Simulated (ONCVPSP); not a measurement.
# nickel, ONCV: configuration errors across variants

ONCVPSP 4.0.1 input, shortened (lines: element, Z, core and valence counts, functional; n l f; lmax; l rc ep ncon nbas qcut; lloc lpopt rc5 dvloc0; l nproj debl; icmod fcfact rcfact), LDA (Perdew-Wang 92), fully relativistic:

```
  Ni 28.00    3    5  -001012      upf
    1    0    2.00
    2    0    2.00
    2    1    6.00
    3    0    2.00
    3    1    6.00
    3    2    8.00
    4    0    1.75
    4    1    0.25
    2
    0    1.25    0.00    5    8    7.50
    1    1.10    0.00    3    7   13.50
    2    1.35    0.00    4    8   13.00
    4    1    0.95    0.00
    0    2    3.60
    1    2    3.00
    2    2    1.30
    1    0.35    0.00
```

Open shells are filled in proportion to 2j + 1.

All-electron excitation energies from the reference (eV): (1) 3s2 3p6 3d8 4s2 4p0 -1.139; (2) 3s2 3p6 3d8 4s1 4p0 8.456; (3) 3s2 3p6 3d8 4s1.5 4p0 2.701.

2 further variants failed, have other tests or too few solved ones, and are left out.

Errors AE − PS in meV (a dash: test not solved or not reliable):

```json
{"change": "base", "(1)": "0.0", "(2)": "+0.9", "(3)": "+0.2", "bound ghosts": "none", "GHOST(+) flags above zero": "none"}
{"change": "d: rc 1.1", "(1)": "0.0", "(2)": "+0.7", "(3)": "+0.2", "bound ghosts": "none", "GHOST(+) flags above zero": "none"}
{"change": "d: rc 1.2", "(1)": "0.0", "(2)": "+0.8", "(3)": "+0.2", "bound ghosts": "none", "GHOST(+) flags above zero": "none"}
{"change": "d: rc 1.36", "(1)": "0.0", "(2)": "+0.9", "(3)": "+0.2", "bound ghosts": "none", "GHOST(+) flags above zero": "none"}
{"change": "d: rc 1.52", "(1)": "0.0", "(2)": "+1.2", "(3)": "+0.2", "bound ghosts": "none", "GHOST(+) flags above zero": "none"}
{"change": "d: rc 1.94", "(1)": "0.0", "(2)": "+0.7", "(3)": "+0.2", "bound ghosts": "none", "GHOST(+) flags above zero": "none"}
```

Task: Give the same row for: d: rc 0.94; local potential polynomial inside 0.94 bohr (lpopt 1, dvloc0 0 Ha).

Result: 0.0, +0.6, +0.1; bound ghosts: none; GHOST(+) flags above zero: none.
